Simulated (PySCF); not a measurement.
Start geometry of `[F][Bi]([F])[F]` from a GFN2-xTB structure with every atom displaced at random (by about 0.03 Å) (Å):
```
atom  x, y, z in Å
Bi1    0.0557   -0.0714    0.8466
F2     1.6729   -0.0432   -0.2741
F3    -0.8789    1.4687   -0.3178
F4    -0.7664   -1.4446   -0.2852
```

Q: What comes out of this run: PBE0-D3(BJ)/def2-SVP geometry optimisation, gas phase, def2 core potentials past Kr in PySCF?

A: 
```
atom  x, y, z in Å
Bi1    0.0275   -0.0238    0.7693
F2     1.7483   -0.0084   -0.2827
F3    -0.8564    1.4705   -0.2571
F4    -0.8360   -1.5287   -0.2599
```

The energy falls by 26.6 kJ/mol over 6 energy and gradient evaluations, the largest force component goes from 0.0500 to 1.6e-04 Eh/bohr, and the atoms move by 0.090 Å rms after alignment. The bond that changes most is Bi1–F3 (ends: bismuth bonded to 3 F; fluorine bonded to Bi), which shortens by 0.128 Å. Bonds longer at the end by more than 0.005 Å: 2 of 3; shorter: 1. Among the angles that change most is F3–Bi1–F4, from 90.4° to 96.1°. Rotational constants go from 3829, 3530, 3139 to 3792, 3784, 2960 MHz. The orientation of the end geometry is arbitrary; only internal coordinates are fixed.

The run used 68 basis functions and 42 SCF cycles in all.

No PBE0-D3(BJ)/def2-SVP frequencies stand behind this structure, so it isn't proved a minimum.
